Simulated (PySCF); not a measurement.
Unknowns

PySCF calculation with GFN2-xTB structure and σ from GIAO-PBE0/pcSseg-1; a single conformation, averaged over atoms made equivalent by symmetry, fast rotation or ring inversion, non-relativistic Hamiltonian, isolated molecule.

Scale: ¹H and ¹³C vs TMS (reference shieldings calculated alike). Where no couplings were computed, multiplicities follow the n + 1 count of equivalent neighbours, and m marks all less simple cases (inequivalent or close neighbours, rings, F or P nearby). Shifts are as computed. Against solution values, carbons near 30 ppm lie about +3 ppm off and those near 130 ppm about +5 ppm. Of 1309 compounds with measured shifts, 239 miss one by over three times the rms of a fit or turn the order of signals round; such compounds aren't used in these exercises.

Problem. C5H8O2Si2. ¹H NMR (400 MHz, computed): δ 6.38 (s, 1H), 5.28 (m, 1H), 5.17 (m, 1H), 5.04 (m, 1H), 3.62 (s, 3H), 2.05 (d, 1H). ¹³C{¹H} NMR (computed): δ 154.8, 142.0, 105.6, 85.1, 57.8. Identify the compound.

Solution. `C#C[Si@@H]1[SiH2]OC=C1OC`. Rings plus π bonds: 4 (1 ring in the answer). 5 carbon signals for 5 carbons: no two carbons are equivalent. Carbon types of the structure: 2 × C, 2 × CH, 1 × CH3, leaving 3 H on heteroatoms. δC 154.8, 142.0: alkene carbon bearing oxygen; an sp2 carbon further deshielded by the attached heteroatom. δC 105.6: terminal alkyne carbon. δC 85.1: alkyne carbon; the triple bond shields along its axis, which puts it between sp3 and sp2 carbons. δH 3.62: hydrogen on a methyl carbon bonded to O; its carbon carries O, which withdraws density.

This is the structure that produced the data.

Problem. C8H14OSi. ¹H NMR (600 MHz, computed): δ 6.95 (m, 1H), 6.44 (d, 1H), 4.12 (t, 3H), 2.65 (t, 2H), 1.56 (m, 1H), 1.09 (m, 2H), 0.74 (m, 2H), 0.73 (m, 2H). ¹³C{¹H} NMR (computed): δ 205.4 (C), 166.9 (CH), 130.6 (CH), 42.4 (CH2), 20.2 (CH), 12.4 (CH2), 4.5 (CH2). Give a structure.

Solution. `InChI=1S/C8H14OSi/c9-8(5-6-10)4-3-7-1-2-7/h3-4,7H,1-2,5-6H2,10H3/b4-3+`. The formula gives 3 degrees of unsaturation (1 ring in the answer). 7 carbon signals for 8 carbons: some carbons are equivalent by symmetry or fast rotation. Carbon types of the structure: 1 × C, 3 × CH, 4 × CH2, leaving 3 H on heteroatoms. δC 205.4: ketone carbonyl carbon; low-lying n→π* states of the double bond to the heteroatom give a large paramagnetic term (-272 ppm). δC 166.9: β carbon of a C=C–C=O unit; conjugation with the carbonyl draws π density from the β position. δC 130.6: α carbon of a C=C–C=O unit; the olefinic region. δH 1.56, 1.09, 0.74: hydrogen on a three-membered-ring carbon; cyclopropane-type protons are shielded by the ring.

This is the structure that produced the data.
